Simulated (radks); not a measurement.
Nb28+, 13 electrons, occupied as [Ne] 3s2 3p1.

Method: Dirac Kohn-Sham, PBE, spin-unpolarised, spherical densities, point nucleus; open shells are shared between the two j in proportion to 2j + 1; computed with a radial shooting solver on a logarithmic mesh with Libxc functionals.

Energy parts (eV):
total: -88558.260
kinetic: 92145.270
electron-nucleus: -192529.864
Hartree: 13854.850
exchange-correlation: -2028.516

Orbitals (lengths in bohr, moments of r in powers of bohr; <r^-3> diverges for s and p1/2; r(max) is where P^2 peaks; r(90%) holds 90 % of the orbital's charge):
orbital      occ.  eigenvalue (eV)      <r^4>  r(90%)  <r^-3>   r(max)
1s1/2           2        -20226.81  7.967e-06  0.0646       -  0.02349
2s1/2           2        -3988.209   0.001370   0.239       -   0.1323
2p1/2           2        -3788.203  0.0009012   0.216       -   0.1030
2p3/2           4        -3689.366  0.0009976   0.221    2279   0.1067
3s1/2           2        -1539.788    0.04026   0.554       -   0.3613
3p1/2    0.333333        -1470.957    0.03633   0.542       -   0.3433
3p3/2    0.666667        -1447.258    0.03874   0.551   554.1   0.3499

The highest occupied level is 3p3/2 at -1447.3 eV. The density falls to 0.001 e/bohr^3 at r = 0.98 bohr. Summed over all electrons, <r^2> = 0.6843 bohr^2, which gives a Langevin (diamagnetic) susceptibility term of -0.542 x 10^-6 cm^3/mol.
